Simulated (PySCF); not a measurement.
## Potassium: a sound run and one with changed settings

Sound run: K [Ar] 4s1, K⁺ [Ar]. All numbers are calculated (PySCF 2.14, the non-relativistic Hamiltonian (point nucleus), in def2-SVP). The sound run starts from symmetry-adapted Hartree-Fock orbitals and uses a fine grid where one is needed.

Changed run: initial guess 1e, at most 2 SCF cycles. This setting is unsound on purpose.

```tsv
species	method	sound run (hartree)	changed run (hartree)	converged
K	UHF	-599.07743	-599.06401	no
K	PBE	-599.61265	-599.61153	no
K	LDA	-598.09897	-598.09765	no
K⁺	UHF	-598.93116	-598.93110	no
K⁺	PBE	-599.44983	-599.44982	no
K⁺	LDA	-597.93355	-597.93355	no
```

The SCF was stopped early; the energies are upper bounds that still move, and correlated levels were skipped or rest on poor orbitals.
